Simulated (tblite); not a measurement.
HO, charge -1, singlet, geometry from GFN2-xTB; GFN1-xTB (tblite).

Here is a job for tblite.
```
$ tblite run mol.xyz --method gfn1 --charge -1 --spin 0 --json tblite.json --no-restart

# file mol.xyz
2

O     -0.00000000    -0.00000000    -0.10875384
H      0.00000000     0.00000000     0.87003075
```

Predict the main parts of the log of this tblite run.


```
xTB calculator
 | screened Coulomb repulsion
 | Coulomb electrostatics
 |  * isotropic Klopman-Ohno-Mataga-Nishimoto electrostatics
 |  * onsite third-order electrostatics
 | DFT-D3(BJ) dispersion correction

halogen bonding energy    0.0000000000000E+00 Eh
repulsion energy          1.5675534314826E-02 Eh
dispersion energy        -5.7820403264131E-05 Eh
number of electrons       8.0000000000000E+00 e
integral cutoff           1.9731147476801E+01 bohr

------------------------------------------------------------
  cycle        total energy    energy error   density error
------------------------------------------------------------
      1     -5.309786236007  -5.3254039E+00   8.0960386E-01
      2     -5.352705121269  -4.2918885E-02   3.8366522E-01
      3     -5.360901733840  -8.1966126E-03   6.7787208E-02
      4     -5.361080459522  -1.7872568E-04   1.7542950E-02
      5     -5.361129926998  -4.9467476E-05   3.5213423E-04
      6     -5.361129946279  -1.9280709E-08   8.1919495E-06
------------------------------------------------------------

electronic energy        -5.3767476601905E+00 Eh
total energy             -5.3611299462790E+00 Eh

Post processing:
 | Mayer-Wiberg bond orders

[Info] JSON dump of results written to 'tblite.json'
```
